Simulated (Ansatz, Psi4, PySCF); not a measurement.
HgI2, charge -1, doublet, at a GFN2-xTB geometry (such geometries of metal compounds can be far from the true shape) (a state made from the parent by changing its charge; the spin is typed, not shown lowest) (core potentials on Hg, I). Base run: BLYP/def2-SVPD in PySCF.

Here is a job for PySCF.
```python
from pyscf import gto, scf, dft

mol = gto.M(
    atom='''
Hg    0.695869    0.433146    0.404370
I    -0.845178    1.799579   -2.032322
I    -0.205191   -2.453384    1.421951
''',
    basis='def2-svpd',
    ecp={'Hg': 'def2-svpd', 'I': 'def2-svpd'},
    charge=-1,
    spin=1,
    verbose=4,
)

mf = dft.UKS(mol)
mf.xc = 'blyp'
mf.kernel()
```

The same geometry, method and basis name were run in Ansatz (an electronic-structure program) and Psi4 and PySCF, at each program's defaults and at the settings that a row names. The base is PySCF at its defaults. Differences at the defaults can come from grids, fitting, cores and function types together.

```
code and settings                                                                             ΔE vs base (µEh)  basis functions      E (Eh)  SCF cycles
--------------------------------------------------------------------------------------------  ----------------  ---------------  ----------  ----------
PySCF, defaults (exact integrals, its default grid, spherical functions)                                   0.0              105  -748.92201          14
Psi4, defaults (density fitting with its default set, its default grid, spherical functions)             -46.5              105  -748.92206          12
Ansatz, defaults (factorised integrals, its default grid, spherical functions)                            -5.6              105  -748.92202           -
PySCF, density fitting with def2-universal-jkfit                                                         -21.6              105  -748.92203          14
PySCF, fine grid                                                                                          -2.8              105  -748.92202          14
Psi4, exact integrals, spherical functions, fine grid                                                    -16.9              105  -748.92203          16
Ansatz, high accuracy                                                                                     -5.6              105  -748.92202           -
```

Open shells are given as the SCF converged; they aren't shown to be the lowest states, and a large step between rows can be another state.
